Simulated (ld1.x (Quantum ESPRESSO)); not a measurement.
**u(r) = r·R(r): atom against pseudo-atom (carbon)**

Columns: radius, all-electron u(r) and pseudo u(r) of the 2p shell (level -5.63 eV) of carbon in the configuration [He] 2s1.5 2p2.5; LDA (PZ), scalar-relativistic, ultrasoft scheme, ld1.x (Quantum ESPRESSO) 7.5.

```csv
r (bohr),all-electron,pseudo
0.095,0.0438,0.0101
0.190,0.1360,0.0399
0.285,0.2417,0.0872
0.380,0.3441,0.1489
0.475,0.4355,0.2211
0.570,0.5129,0.2992
0.665,0.5758,0.3784
0.760,0.6248,0.4544
0.855,0.6611,0.5232
0.950,0.6860,0.5818
1.045,0.7012,0.6281
1.140,0.7082,0.6612
1.235,0.7083,0.6814
1.330,0.7028,0.6896
1.425,0.6928,0.6878
1.520,0.6793,0.6783
1.615,0.6630,0.6632
1.710,0.6446,0.6448
1.805,0.6246,0.6247
1.900,0.6036,0.6036
1.995,0.5818,0.5818
2.090,0.5597,0.5597
2.185,0.5373,0.5373
2.280,0.5151,0.5151
2.375,0.4930,0.4930
2.470,0.4713,0.4713
```

(1) How many radial nodes do the two functions have?

(2) At about which radius was the pseudo-wave matched?

(3) Where does each function peak?

(4) Is the pseudo-wave norm-conserving?

Results:

(1) The all-electron 2p function has n − l − 1 = 0; the pseudo-wave has 0.

(2) 1.90 bohr. The columns agree to 0.0005 from 1.61 bohr on; several derivatives are matched, so the curves merge somewhat inside the radius.

(3) Outermost all-electron maximum near 1.24 bohr, pseudo maximum near 1.33 bohr (to the table’s step).

(4) No, it belongs to an ultrasoft set: the norm inside the radius is not constrained, and the difference is carried by the augmentation charge.
